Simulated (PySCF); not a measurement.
PySCF job for C5H7N, SMILES C#CC/C=N/C, TDA-PBE/def2-SVPD. Coordinates come from a PBE-D3(BJ)/def2-SVP optimisation. The structure was generated by enumeration; whether it is a known compound was not checked. One conformer was computed; it need not be the lowest.

```python
import numpy as np
from pyscf import gto, scf, dft, tdscf

mol = gto.M(
    atom='''
    C     2.12654238    1.97719393   -0.84819837
    C     1.68725070    0.96270508   -0.32654280
    C     1.12675666   -0.24566323    0.27452417
    C    -0.31250750   -0.49325964   -0.13256005
    N    -1.21152932   -0.74292572    0.73442375
    C    -2.55975796   -0.98813477    0.28027752
    H     2.52298171    2.87485121   -1.30093390
    H     1.73977191   -1.12472514   -0.03402758
    H     1.16478103   -0.20069425    1.38315679
    H    -0.52519185   -0.44509794   -1.23209538
    H    -3.24709502   -0.25835997    0.75912461
    H    -2.69491497   -0.93168612   -0.82842358
    H    -2.88933342   -1.99085614    0.62723011
    ''',
    basis='def2-SVPD',
    charge=0,
    spin=0,
    max_memory=1600,
    verbose=4,
)
mf = dft.RKS(mol, xc='pbe').density_fit(auxbasis='def2-universal-jkfit')
mf.grids.level = 3
mf.conv_tol = 1e-9
mf.max_cycle = 100
mf.kernel()
mf.grids = dft.Grids(mol).set(level=1).build(with_non0tab=True)  # coarser grid for the response kernel
td = tdscf.TDA(mf)
td.singlet = True
td.nstates = 10
td.conv_tol = 1e-4
td.positive_eig_threshold = 1e-6
td.kernel(x0=td.get_init_guess(mf, 15))
td.analyze()
tt = tdscf.TDA(mf)
tt.singlet = False
tt.nstates = 4
tt.conv_tol = 1e-4
tt.positive_eig_threshold = 1e-6
tt.kernel(x0=tt.get_init_guess(mf, 9))
tt.analyze(verbose=3)
```

Program output:

```
PySCF version 2.14.0

[INPUT] verbose = 4
[INPUT] num. atoms = 13
[INPUT] num. electrons = 44
[INPUT] charge = 0
[INPUT] spin (= nelec alpha-beta = 2S) = 0
[INPUT] symmetry False subgroup None
[INPUT] Mole.unit = angstrom
[INPUT] Symbol           X                Y                Z      unit          X                Y                Z       unit  Magmom
[INPUT]  1 C      2.126542380000   1.977193930000  -0.848198370000 AA    4.018582690481   3.736355022852  -1.602862618603 Bohr   0.0
[INPUT]  2 C      1.687250700000   0.962705080000  -0.326542800000 AA    3.188441726481   1.819248939927  -0.617076459949 Bohr   0.0
[INPUT]  3 C      1.126756660000  -0.245663230000   0.274524170000 AA    2.129261496430  -0.464236223576   0.518775495874 Bohr   0.0
[INPUT]  4 C     -0.312507500000  -0.493259640000  -0.132560050000 AA   -0.590553586873  -0.932125627902  -0.250502189559 Bohr   0.0
[INPUT]  5 N     -1.211529320000  -0.742925720000   0.734423750000 AA   -2.289458606681  -1.403926141695   1.387859746876 Bohr   0.0
[INPUT]  6 C     -2.559757960000  -0.988134770000   0.280277520000 AA   -4.837241489575  -1.867304089460   0.529647751672 Bohr   0.0
[INPUT]  7 H      2.522981710000   2.874851210000  -1.300933900000 AA    4.767744449187   5.432681435774  -2.458408777162 Bohr   0.0
[INPUT]  8 H      1.739771910000  -1.124725140000  -0.034027580000 AA    3.287692429111  -2.125422480013  -0.064302806882 Bohr   0.0
[INPUT]  9 H      1.164781030000  -0.200694250000   1.383156790000 AA    2.201117141789  -0.379257167275   2.613787520433 Bohr   0.0
[INPUT] 10 H     -0.525191850000  -0.445097940000  -1.232095380000 AA   -0.992468759354  -0.841113205208  -2.328322827542 Bohr   0.0
[INPUT] 11 H     -3.247095020000  -0.258359970000   0.759124610000 AA   -6.136120288239  -0.488229584851   1.434537607317 Bohr   0.0
[INPUT] 12 H     -2.694914970000  -0.931686120000  -0.828423580000 AA   -5.092651222290  -1.760631600859  -1.565493681332 Bohr   0.0
[INPUT] 13 H     -2.889333420000  -1.990856140000   0.627230110000 AA   -5.460048846353  -3.762172858009   1.185293124981 Bohr   0.0

nuclear repulsion = 195.328096271263
number of shells = 76
number of NR pGTOs = 250
number of NR cGTOs = 176
basis = def2-SVPD
ecp = {}


[settings echo left out]
init E= -249.242233753934
  HOMO = -0.29561982441894  LUMO = -0.102832696746778  gap/eV = 5.24600
cycle= 1 E= -248.839385556506  delta_E= 0.403  |g|= 0.478  |ddm|=  7.3
  HOMO = -0.139894830015223  LUMO = -0.0052023287032994  gap/eV = 3.66517
cycle= 2 E= -248.725554890421  delta_E= 0.114  |g|= 0.818  |ddm|= 3.03
  HOMO = -0.222373977068504  LUMO = -0.0515586773683121  gap/eV = 4.64812
cycle= 3 E= -248.881084783801  delta_E= -0.156  |g|= 0.319  |ddm|= 1.88
  HOMO = -0.220737693326464  LUMO = -0.0585538517250224  gap/eV = 4.41325
cycle= 4 E= -248.905081974116  delta_E= -0.024  |g|= 0.0559  |ddm|= 0.439
  HOMO = -0.218956178332479  LUMO = -0.0554805851860571  gap/eV = 4.44840
cycle= 5 E= -248.905150776906  delta_E= -6.88e-05  |g|= 0.0537  |ddm|= 0.113
  HOMO = -0.220517722509636  LUMO = -0.0563770823501115  gap/eV = 4.46649
cycle= 6 E= -248.905883145359  delta_E= -0.000732  |g|= 0.00819  |ddm|= 0.0624
  HOMO = -0.220415910017631  LUMO = -0.0564963211119536  gap/eV = 4.46048
cycle= 7 E= -248.905900393976  delta_E= -1.72e-05  |g|= 0.00182  |ddm|= 0.017
  HOMO = -0.220353368100078  LUMO = -0.0564576435505493  gap/eV = 4.45983
cycle= 8 E= -248.905901277613  delta_E= -8.84e-07  |g|= 0.000436  |ddm|= 0.00378
  HOMO = -0.220354846779478  LUMO = -0.0564562991175408  gap/eV = 4.45991
cycle= 9 E= -248.90590132754  delta_E= -4.99e-08  |g|= 7.96e-05  |ddm|= 0.000842
  HOMO = -0.220362571102966  LUMO = -0.0564641012405209  gap/eV = 4.45990
cycle= 10 E= -248.905901329044  delta_E= -1.5e-09  |g|= 2.98e-05  |ddm|= 0.000211
  HOMO = -0.220360491994415  LUMO = -0.0564611670097626  gap/eV = 4.45993
cycle= 11 E= -248.905901329239  delta_E= -1.95e-10  |g|= 1.2e-05  |ddm|= 7.12e-05
  HOMO = -0.220361714897972  LUMO = -0.0564634573904659  gap/eV = 4.45990
Extra cycle  E= -248.905901329166  delta_E= 7.29e-11  |g|= 2.04e-05  |ddm|= 5.38e-05
converged SCF energy = -248.905901329166
tot grids = 48328
Overwritten attributes  positive_eig_threshold  of <class 'pyscf.tdscf.rks.TDA'>


******** <class 'pyscf.tdscf.rks.TDA'> for <class 'pyscf.df.df_jk.DFRKS'> ********
nstates = 10 singlet
deg_eia_thresh = 1.000e-03
wfnsym = None
conv_tol = 0.0001
eigh lindep = 1e-12
eigh level_shift = 0
eigh max_cycle = 100


Excitation energies (eV)
[4.83102403 5.14363503 5.32636688 5.89363099 5.96883474 6.48548874
 6.54307771 6.56085102 6.73842759 6.74398603]

** Singlet excitation energies and oscillator strengths **
Excited State   1:      4.83102 eV    256.64 nm  f=0.0056
      22 -> 23       -0.69545
Excited State   2:      5.14364 eV    241.04 nm  f=0.0096
      19 -> 23       -0.10675
      21 -> 23       -0.68571
Excited State   3:      5.32637 eV    232.77 nm  f=0.0176
      20 -> 23       -0.68294
Excited State   4:      5.89363 eV    210.37 nm  f=0.0046
      22 -> 24       -0.67000
      22 -> 25        0.21404
Excited State   5:      5.96883 eV    207.72 nm  f=0.0143
      22 -> 24        0.20502
      22 -> 25        0.66662
Excited State   6:      6.48549 eV    191.17 nm  f=0.0091
      19 -> 23       -0.13411
      22 -> 26        0.66645
      22 -> 27        0.13120
Excited State   7:      6.54308 eV    189.49 nm  f=0.0002
      20 -> 24       -0.29399
      21 -> 24       -0.29299
      21 -> 25       -0.55266
      22 -> 27       -0.11021
Excited State   8:      6.56085 eV    188.98 nm  f=0.0442
      21 -> 25       -0.10330
      22 -> 26       -0.13704
      22 -> 27        0.68010
Excited State   9:      6.73843 eV    184.00 nm  f=0.0022
      20 -> 24       -0.37357
      20 -> 25       -0.37182
      21 -> 24       -0.32987
      21 -> 25        0.31776
Excited State  10:      6.74399 eV    183.84 nm  f=0.0019
      20 -> 24        0.48789
      20 -> 25       -0.36752
      21 -> 24       -0.28083
      21 -> 25       -0.15577
      21 -> 26       -0.14279

** Transition electric dipole moments (AU) **
state          X           Y           Z        Dip. S.      Osc.
  1        -0.0489     -0.2087      0.0357      0.0472      0.0056
  2        -0.2537     -0.1061      0.0304      0.0765      0.0096
  3        -0.3124     -0.1785      0.0728      0.1347      0.0176
  4        -0.1239     -0.1141     -0.0607      0.0321      0.0046
  5         0.2394      0.1995     -0.0191      0.0974      0.0143
  6         0.1626     -0.0223      0.1738      0.0571      0.0091
  7        -0.0061      0.0233      0.0301      0.0015      0.0002
  8        -0.4221     -0.1161     -0.2891      0.2752      0.0442
  9        -0.0856      0.0167     -0.0762      0.0134      0.0022
 10        -0.0587      0.0536     -0.0727      0.0116      0.0019

** Transition velocity dipole moments (imaginary part, AU) **
state          X           Y           Z        Dip. S.      Osc.
  1        -0.0205      0.0441      0.0094      0.0025      0.0092
  2        -0.0205     -0.0077     -0.0118      0.0006      0.0022
  3        -0.0419     -0.0142     -0.0038      0.0020      0.0067
  4        -0.0192     -0.0120     -0.0070      0.0006      0.0017
  5         0.0310      0.0413      0.0040      0.0027      0.0082
  6         0.0277     -0.0040      0.0243      0.0014      0.0038
  7         0.0048     -0.0011     -0.0010      0.0000      0.0001
  8        -0.0854     -0.0253     -0.0444      0.0099      0.0274
  9        -0.0206     -0.0006     -0.0011      0.0004      0.0012
 10        -0.0092     -0.0042     -0.0160      0.0004      0.0010

** Transition magnetic dipole moments (imaginary part, AU) **
state          X           Y           Z
  1        -0.9042     -0.2466      0.3533
  2        -0.3094     -0.0088      0.2562
  3         0.2918     -0.0157     -0.1491
  4         0.0551      0.1609     -0.0177
  5        -0.2359     -0.0398      0.0193
  6         0.2030     -0.1337      0.1347
  7         0.2411      0.0211     -0.1078
  8        -0.1016      0.3807      0.2664
  9        -0.0303     -0.1437     -0.0464
 10         0.1745     -0.0198      0.2010


******** <class 'pyscf.tdscf.rks.TDA'> for <class 'pyscf.df.df_jk.DFRKS'> ********
nstates = 4 triplet
deg_eia_thresh = 1.000e-03
wfnsym = None
conv_tol = 0.0001
eigh lindep = 1e-12
eigh level_shift = 0
eigh max_cycle = 100


Excitation energies (eV)
[4.05339142 4.72714173 4.97406451 5.09590215]

** Triplet excitation energies and oscillator strengths **
Excited State   1:      4.05339 eV    305.88 nm  f=0.0000
Excited State   2:      4.72714 eV    262.28 nm  f=0.0000
Excited State   3:      4.97406 eV    249.26 nm  f=0.0000
Excited State   4:      5.09590 eV    243.30 nm  f=0.0000
```

Self-consistency was reached.
